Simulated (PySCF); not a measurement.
## Working out the ionisation energy of Fe⁺

Fe⁺ [Ar] 3d6 4s1 (6D) → Fe²⁺ [Ar] 3d6 (5D). Computed with PySCF 2.14 in cc-pVTZ (7s6p4d2f1g, 68 functions), with no relativity, point nucleus. Frozen: [Ar]. Energies in hartree (1 hartree = 27.21139 eV):

```json
{"part": "UHF", "Fe⁺ (lower)": "-1262.219846", "Fe²⁺ (upper)": "-1261.664431"}
{"part": "MP2 opposite-spin", "Fe⁺ (lower)": "-0.057901", "Fe²⁺ (upper)": "-0.052360"}
{"part": "MP2 same-spin", "Fe⁺ (lower)": "-0.086049", "Fe²⁺ (upper)": "-0.071175"}
```

**Question.** What does Hartree-Fock give?

**Answer.** (-1261.664431) − (-1262.219846) = 0.555415 hartree = 15.114 eV.

**Question.** What do MP2 and SCS-MP2 (6/5 opposite-spin, 1/3 same-spin) give?

**Answer.** The opposite-spin parts differ by 0.151 eV and the same-spin parts by 0.405 eV. MP2: 15.114 + (0.151) + (0.405) = 15.670 eV. SCS-MP2: 15.114 + 1.2 × (0.151) + (0.405)/3 = 15.430 eV.

Reference: 16.199 eV (measured; NIST Atomic Spectra Database, ionization energies), between the lowest levels; spin-orbit coupling is absent from the calculation.

The calculation is non-relativistic.

What remains against the reference includes basis incompleteness, the frozen core and correlation beyond second order.
